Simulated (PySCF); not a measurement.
Run record for `c1(sc(cc1)S)OC`: KT3/def2-SVPD, IEF-PCM dimethylsulfoxide, start guess sap, TDA, 1 singlet.

Method: TDA KT3/def2-SVPD, vertical, IEF-PCM dimethylsulfoxide (non-equilibrium linear response), core orbitals frozen in the response (PySCF 2.14.0, density-fitted response routines). Geometry: GFN2-xTB. The input is one job of a driver script: a line of settings, then coordinates in Å.

Command:
```bash
OMP_NUM_THREADS=1 python probes_run.py task.json out
```

Input:
```
{"job": {"kind": "uv", "xc": "KT3", "basis": "def2-SVPD", "solvent": "dimethylsulfoxide", "nstates": 1, "ntriplets": 0, "tda": true, "scf": {"guess": "sap"}}, "charge": 0, "multiplicity": 1}
C     -2.457078     0.830648     0.526150
O     -1.857808    -0.428952     0.338215
C     -0.530697    -0.446039     0.122946
C      0.232003    -1.558595    -0.052911
C      1.597871    -1.264809    -0.268859
C      1.864172     0.066264    -0.255691
S      3.434552     0.827293    -0.480574
S      0.428514     1.009722     0.027793
H     -3.518760     0.642208     0.669915
H     -2.047019     1.334595     1.407917
H     -2.310129     1.473414    -0.348581
H     -0.173666    -2.551793    -0.029159
H      2.352766    -2.012317    -0.428803
H      2.984601     2.077888    -0.410449
```

Output:
```
final grid: 122976 points
cycle   1  E = -1022.9427628232  dE =  4.529e+01  |g| = 9.509e+00  |ddm| = 8.959e+01
cycle   2  E = -1001.5166910673  dE =  2.143e+01  |g| = 1.335e+01  |ddm| = 2.773e+02
cycle   3  E = -1058.7034340835  dE = -5.719e+01  |g| = 5.816e+00  |ddm| = 2.476e+02
cycle   4  E = -1069.5204490204  dE = -1.082e+01  |g| = 4.274e+00  |ddm| = 4.693e+01
cycle   5  E = -1072.7627624450  dE = -3.242e+00  |g| = 2.386e+00  |ddm| = 2.074e+01
cycle   6  E = -1074.9601296038  dE = -2.197e+00  |g| = 7.961e-01  |ddm| = 1.425e+01
cycle   7  E = -1075.0296861933  dE = -6.956e-02  |g| = 6.152e-01  |ddm| = 3.390e+00
cycle   8  E = -1075.1172601676  dE = -8.757e-02  |g| = 1.533e-01  |ddm| = 1.388e+00
cycle   9  E = -1075.1211216170  dE = -3.861e-03  |g| = 7.586e-02  |ddm| = 4.097e-01
cycle  10  E = -1075.1221375041  dE = -1.016e-03  |g| = 4.891e-02  |ddm| = 2.903e-01
cycle  11  E = -1075.1227354554  dE = -5.980e-04  |g| = 1.816e-02  |ddm| = 1.549e-01
cycle  12  E = -1075.1228100283  dE = -7.457e-05  |g| = 7.724e-03  |ddm| = 5.638e-02
cycle  13  E = -1075.1228255826  dE = -1.555e-05  |g| = 1.448e-03  |ddm| = 2.588e-02
cycle  14  E = -1075.1228260993  dE = -5.168e-07  |g| = 3.837e-04  |ddm| = 4.787e-03
cycle  15  E = -1075.1228261116  dE = -1.225e-08  |g| = 3.077e-04  |ddm| = 2.067e-03
cycle  16  E = -1075.1228261349  dE = -2.329e-08  |g| = 8.034e-05  |ddm| = 1.058e-03
cycle  17  E = -1075.1228261365  dE = -1.631e-09  |g| = 1.959e-05  |ddm| = 1.670e-04
cycle  18  E = -1075.1228261366  dE = -5.070e-11  |g| = 1.332e-05  |ddm| = 5.812e-05
converged SCF energy = -1075.1228261366

Static polarisability (au): isotropic 151.009, principal 99.268 154.660 199.100

Singlet excitations
state   eV       nm        f      main configurations
  1   3.5283    351.4   0.00023   H->L 0.99
```

H and L stand for HOMO and LUMO; the number after each pair is its weight.

Give S1 in cm⁻¹ and kJ/mol.

3.5283 eV × 8065.54 = 28458 cm⁻¹; × 96.485 = 340.4 kJ/mol.

How does the lowest singlet excitation compare with the HOMO–LUMO gap?

HOMO -4.73 eV and LUMO -1.27 eV give a gap of 3.46 eV; S1 at 3.53 eV lies 0.07 eV above it.

In short: SCF converged in 18 cycles with 225 basis and 870 fitting functions; HOMO -4.73 eV, LUMO -1.27 eV; lowest singlet 3.53 eV; mean polarisability 151.0 au.

The structure is a single GFN2-xTB conformer; no vibrational corrections.

How long does this job take on an Arm Neoverse V1 with one thread, shared host? And the peak memory of the process?

About 31 s, with 0.98 GiB resident at the peak, the Python interpreter and its libraries included.

Conformer computed: `[CH3:1][O:2][c:3]1[cH:4][cH:5][c:6]([SH:7])[s:8]1`: C1–O2–C3–C4 179°, H–S7–C6–C5 178°.
